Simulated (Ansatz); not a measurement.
Geometry optimisation, UKS BHLYP/def2-SVP in Ansatz 0.2.0.

Input:

```yaml
crystal:
  periodic: [false, false, false]
  atoms:
    - { symbol: Sn, position_ang: [0.0, 0.0, 0.0] }
    - { symbol: H, position_ang: [0.0, 0.0, 1.99] }
    - { symbol: H, position_ang: [1.6408, 0.0, -0.5794] }
    - { symbol: C, position_ang: [-1.0126, 1.7544, -0.716] }
    - { symbol: H, position_ang: [-2.0653, 1.5008, -0.9603] }
    - { symbol: H, position_ang: [-0.9943, 2.5391, 0.069] }
    - { symbol: H, position_ang: [-0.5023, 2.131, -1.6269] }
    - { symbol: O, position_ang: [-0.9232, -1.5994, -0.6527] }
    - { symbol: H, position_ang: [-1.3778, -2.065, 0.1197] }
    - { symbol: Cl, position_ang: [0.0, 0.0, 3.66] }
magnetization:
  spin_polarized: true
  initial_magnetization: 1
basis:
  gaussian: { orbitals: def2-SVP }
hamiltonian:
  xc: { name: BHLYP }
relax:
  f_tol: 0.15
  max_steps: 25
  restrain:
    - { distance: [1, 9], at: 1.37, k: 30.0 }
    - { distance: [0, 1], at: 2.94, k: 30.0 }
output:
  orbitals: {}
```

Run as:

```bash
$ ansatz run input.yaml --threads 4 --pin off --max-ram 5120MiB --backend cpu --events-out ev --progress --plain --runs-dir out
```

**Question.** Where does it end, and by what steps?

**Answer.** It converged. The restraints hold the end off the free minimum; the threshold counts their pulls, which the force column leaves out. Restrained pairs: H2–Cl10 (1.67 → 1.33 Å), Sn1–H2 (1.99 → 2.94 Å). After 12 steps the energy has fallen by 0.740 eV (the restraints' own energy left out); H2 moved furthest, 0.87 Å.

```json
{"step": "0", "energy less start (eV)": "0.0000", "largest force component (eV/Å)": "2.058", "accepted": "yes"}
{"step": "1", "energy less start (eV)": "-0.2752", "largest force component (eV/Å)": "2.027", "accepted": "yes"}
{"step": "2", "energy less start (eV)": "-0.2927", "largest force component (eV/Å)": "2.400", "accepted": "yes"}
{"step": "3", "energy less start (eV)": "-0.4535", "largest force component (eV/Å)": "1.809", "accepted": "yes"}
{"step": "4", "energy less start (eV)": "-0.6673", "largest force component (eV/Å)": "1.037", "accepted": "yes"}
{"step": "5", "energy less start (eV)": "-0.6623", "largest force component (eV/Å)": "1.702", "accepted": "yes"}
{"step": "6", "energy less start (eV)": "-0.7168", "largest force component (eV/Å)": "1.149", "accepted": "yes"}
{"step": "7", "energy less start (eV)": "-0.7336", "largest force component (eV/Å)": "1.155", "accepted": "yes"}
{"step": "8", "energy less start (eV)": "-0.7414", "largest force component (eV/Å)": "1.043", "accepted": "yes"}
{"step": "9", "energy less start (eV)": "-0.5481", "largest force component (eV/Å)": "3.760", "accepted": "no"}
{"step": "10", "energy less start (eV)": "-0.7400", "largest force component (eV/Å)": "1.144", "accepted": "yes"}
{"step": "11", "energy less start (eV)": "-0.7286", "largest force component (eV/Å)": "1.332", "accepted": "no"}
{"step": "12", "energy less start (eV)": "-0.7398", "largest force component (eV/Å)": "1.188", "accepted": "yes"}
```

```xyz
10
Properties=species:S:1:pos:R:3
Sn 0.172 0.005 -0.125
H 0.267 -0.045 2.813
H 1.653 -0.092 -1.002
C -1.036 1.705 -0.744
H -2.066 1.370 -0.880
H -1.006 2.500 0.002
H -0.644 2.077 -1.694
O -0.745 -1.653 -0.721
H -1.633 -1.776 -0.387
Cl -0.196 0.170 4.042
```

Time of the run: 44 s on 4 threads of Arm Neoverse V1 (shared host), peak memory 0.34 GiB.
